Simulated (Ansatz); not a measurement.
Gas-phase electronic energies from Ansatz, PBE0-D4/def2-TZVP geometries. CBS: MP2 limit from def2 TZ/QZ plus the TZ coupled-cluster correction, frozen cores. This one scheme is used for every species. Functionals use def2-TZVPP. B3LYP here is the variant with VWN-RPA as its local correlation; programs differ in this. For Ge, Se outer-core shells are correlated without core-valence functions, which leaves a few kJ/mol of doubt a bond. Scalar relativity is left out up to krypton. Each species was taken in one conformer, which may not be the lowest.

Reaction (hydrogenolysis of a Ge–F bond): `C[O][GeH]([F])[SeH]` + H₂ → `C[O][GeH2][SeH]` + H–F

Q: Is it downhill or uphill in electronic energy at CCSD(T)/CBS, and by how much? (Estimate.)

A: The calculation gave: Uphill: ΔE = +47.0 kJ/mol.

Q: What do these levels give: r2SCAN, B3LYP, CCSD(T)/def2-TZVPP, HF/def2-QZVPP, MP2/def2-QZVPP, MP2/CBS(def2)? (Best estimate.)

A: Ansatz gave: r2SCAN 58.9, B3LYP 52.0, CCSD(T)/def2-TZVPP 48.8, HF/def2-QZVPP 50.1, MP2/def2-QZVPP 51.2, MP2/CBS(def2) 50.0 kJ/mol.

Largest T1 diagnostic among the species: 0.011.

From PBE to PBE0 (25 % exact exchange), in def2-TZVPP and without D4, ΔE moves by −5.5 kJ/mol.
